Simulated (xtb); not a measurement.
Input file for xtb: GFN2-xTB on C2H6O (SMILES CCO).

```
$ xtb mol.xyz --gfn 2 --sp --chrg 0 --uhf 0
9

C     -0.86945823     0.22543886     0.19974557
C      0.38902598    -0.35353409    -0.42417176
O      1.56359268     0.37346575    -0.07464728
H     -1.75314064    -0.32642472    -0.12950277
H     -0.98974149     1.27288739    -0.08075787
H     -0.82897546     0.16580361     1.29101413
H      0.49571787    -1.41153713    -0.15303886
H      0.33271285    -0.30098529    -1.51233170
H      1.66016643     0.35488562     0.88369054
```

It printed:

```
[...]
           -------------------------------------------------
          |                Calculation Setup                |
           -------------------------------------------------



           -------------------------------------------------
          |                 G F N 2 - x T B                 |
           -------------------------------------------------

        Reference                      10.1021/acs.jctc.8b01176
      * Hamiltonian:
        H0-scaling (s, p, d)           1.850000    2.230000    2.230000
        zeta-weighting                 0.500000
      * Dispersion:
        s8                             2.700000
        a1                             0.520000
        a2                             5.000000
        s9                             5.000000
      * Repulsion:
        kExp                           1.500000    1.000000
        rExp                           1.000000
      * Coulomb:
        alpha                          2.000000
        third order                    shell-resolved
        anisotropic                    true
        a3                             3.000000
        a5                             4.000000
        cn-shift                       1.200000
        cn-exp                         4.000000
        max-rad                        5.000000


          ...................................................
          :                      SETUP                      :
          :.................................................:
          :  # basis functions                  18          :
          :  # atomic orbitals                  18          :
          :  # shells                           12          :
          :  # electrons                        20          :
          :  max. iterations                   250          :
          :  Hamiltonian                  GFN2-xTB          :
          :  restarted?                      false          :
          :  GBSA solvation                  false          :
          :  PC potential                    false          :
          :  electronic temp.          300.0000000     K    :
          :  accuracy                    1.0000000          :
          :  -> integral cutoff          0.2500000E+02      :
          :  -> integral neglect         0.1000000E-07      :
          :  -> SCF convergence          0.1000000E-05 Eh   :
          :  -> wf. convergence          0.1000000E-03 e    :
          :  Broyden damping             0.4000000          :
          :  net charge                          0          :
          :  unpaired electrons                  0          :
          ...................................................

 iter      E             dE          RMSdq      gap      omega  full diag
   1    -11.4919856 -0.114920E+02  0.368E+00   12.78       0.0  T
   2    -11.5129149 -0.209293E-01  0.196E+00   12.37       1.0  T
   3    -11.5133182 -0.403302E-03  0.797E-01   12.45       1.0  T
   4    -11.5134759 -0.157785E-03  0.122E-01   12.45       1.0  T
   5    -11.5134897 -0.137737E-04  0.679E-02   12.46       1.0  T
   6    -11.5134906 -0.911155E-06  0.955E-03   12.47       3.5  T
   7    -11.5134907 -0.760249E-07  0.305E-03   12.47      10.9  T
   8    -11.5134907 -0.113525E-07  0.131E-03   12.47      25.4  T
   9    -11.5134907 -0.877302E-09  0.138E-04   12.47     242.1  T
  10    -11.5134907 -0.190958E-10  0.320E-05   12.47    1040.6  T

   *** convergence criteria satisfied after 10 iterations ***

         #    Occupation            Energy/Eh            Energy/eV
      -------------------------------------------------------------
         1        2.0000           -0.6836451             -18.6029
       ...           ...                  ...                  ...
         4        2.0000           -0.5550509             -15.1037
         5        2.0000           -0.5270252             -14.3411
         6        2.0000           -0.5141735             -13.9914
         7        2.0000           -0.4800362             -13.0624
         8        2.0000           -0.4666466             -12.6981
         9        2.0000           -0.4419134             -12.0251
        10        2.0000           -0.4128411             -11.2340 (HOMO)
        11                          0.0452785               1.2321 (LUMO)
        12                          0.1151265               3.1328
        13                          0.1322546               3.5988
        14                          0.1603517               4.3634
        15                          0.1680902               4.5740
       ...                                ...                  ...
        18                          0.2723798               7.4118
      -------------------------------------------------------------
                  HL-Gap            0.4581195 Eh           12.4661 eV
             Fermi-level           -0.1837813 Eh           -5.0009 eV

 SCC (total)                   0 d,  0 h,  0 min,  0.004 sec
 SCC setup                      ...        0 min,  0.000 sec (  2.673%)
 Dispersion                     ...        0 min,  0.000 sec (  1.530%)
 classical contributions        ...        0 min,  0.000 sec (  0.585%)
 integral evaluation            ...        0 min,  0.001 sec ( 12.455%)
 iterations                     ...        0 min,  0.002 sec ( 53.960%)
 molecular gradient             ...        0 min,  0.001 sec ( 25.048%)
 printout                       ...        0 min,  0.000 sec (  3.424%)

         :::::::::::::::::::::::::::::::::::::::::::::::::::::
         ::                     SUMMARY                     ::
         :::::::::::::::::::::::::::::::::::::::::::::::::::::
         :: total energy             -11.394030803572 Eh    ::
         :: gradient norm              0.015876989789 Eh/a0 ::
         :: HOMO-LUMO gap             12.466067158694 eV    ::
         ::.................................................::
         :: SCC energy               -11.513490182880 Eh    ::
         :: -> isotropic ES            0.026033596088 Eh    ::
         :: -> anisotropic ES          0.002537496749 Eh    ::
         :: -> anisotropic XC          0.002473469808 Eh    ::
         :: -> dispersion             -0.002772828743 Eh    ::
         :: repulsion energy           0.119459379308 Eh    ::
         :: add. restraining           0.000000000000 Eh    ::
         :: total charge              -0.000000000000 e     ::
         :::::::::::::::::::::::::::::::::::::::::::::::::::::

           -------------------------------------------------
          |                Property Printout                |
           -------------------------------------------------

    * Orbital Energies and Occupations

         #    Occupation            Energy/Eh            Energy/eV
      -------------------------------------------------------------
         1        2.0000           -0.6836451             -18.6029
         2        2.0000           -0.6254681             -17.0199
         3        2.0000           -0.5941687             -16.1682
         4        2.0000           -0.5550509             -15.1037
         5        2.0000           -0.5270252             -14.3411
         6        2.0000           -0.5141735             -13.9914
         7        2.0000           -0.4800362             -13.0624
         8        2.0000           -0.4666466             -12.6981
         9        2.0000           -0.4419134             -12.0251
        10        2.0000           -0.4128411             -11.2340 (HOMO)
        11                          0.0452785               1.2321 (LUMO)
        12                          0.1151265               3.1328
        13                          0.1322546               3.5988
        14                          0.1603517               4.3634
Note: The following floating-point exceptions are signalling: IEEE_DENORMAL
normal termination of xtb
        15                          0.1680902               4.5740
        16                          0.2099874               5.7140
        17                          0.2390402               6.5046
        18                          0.2723798               7.4118
      -------------------------------------------------------------
                  HL-Gap            0.4581195 Eh           12.4661 eV
             Fermi-level           -0.1837813 Eh           -5.0009 eV

     #   Z          covCN         q      C6AA      α(0)
     1   6 C        3.748    -0.115    22.777     6.807
     2   6 C        3.672     0.082    19.446     6.320
     3   8 O        1.654    -0.446    21.757     6.297
     4   1 H        0.924     0.039     2.457     2.451
     5   1 H        0.924     0.051     2.311     2.377
     6   1 H        0.924     0.037     2.495     2.470
     7   1 H        0.924     0.019     2.748     2.592
     8   1 H        0.924     0.049     2.329     2.386
     9   1 H        0.805     0.284     0.770     1.378

 Mol. C6AA /au·bohr⁶  :        506.912706
 Mol. C8AA /au·bohr⁸  :      10088.991333
 Mol. α(0) /au        :         33.079987


Wiberg/Mayer (AO) data.
largest (>0.10) Wiberg bond orders for each atom

 ---------------------------------------------------------------------------
     #   Z sym  total        # sym  WBO       # sym  WBO       # sym  WBO
 ---------------------------------------------------------------------------
     1   6 C    3.996 --     2 C    1.014     5 H    0.986     6 H    0.986
                             4 H    0.985
     2   6 C    3.956 --     1 C    1.014     3 O    0.994     8 H    0.974
                             7 H    0.972
     3   8 O    1.954 --     2 C    0.994     9 H    0.906
     4   1 H    0.998 --     1 C    0.985
     5   1 H    0.997 --     1 C    0.986
     6   1 H    0.999 --     1 C    0.986
     7   1 H    1.000 --     2 C    0.972
     8   1 H    0.998 --     2 C    0.974
     9   1 H    0.919 --     3 O    0.906
 ---------------------------------------------------------------------------

Topologies differ in total number of bonds
Writing topology from bond orders to xtbtopo.mol

molecular dipole:
                 x           y           z       tot (Debye)
 q only:       -0.409      -0.197       0.354
   full:       -0.506      -0.292       0.541       2.025
molecular quadrupole (traceless):
                xx          xy          yy          xz          yz          zz
 q only:       -1.539      -0.782      -0.026       2.268       0.747       1.565
  q+dip:       -3.043      -1.505       0.363       3.138       0.553       2.680
   full:       -2.638      -1.242       0.085       3.221       0.760       2.553


           -------------------------------------------------
          | TOTAL ENERGY              -11.394030803572 Eh   |
          | GRADIENT NORM               0.015876989789 Eh/α |
          | HOMO-LUMO GAP              12.466067158694 eV   |
           -------------------------------------------------

------------------------------------------------------------------------
------------------------------------------------------------------------
 total:
 SCF:
```

The run finished.

Cost: very roughly 0.04 core-seconds.
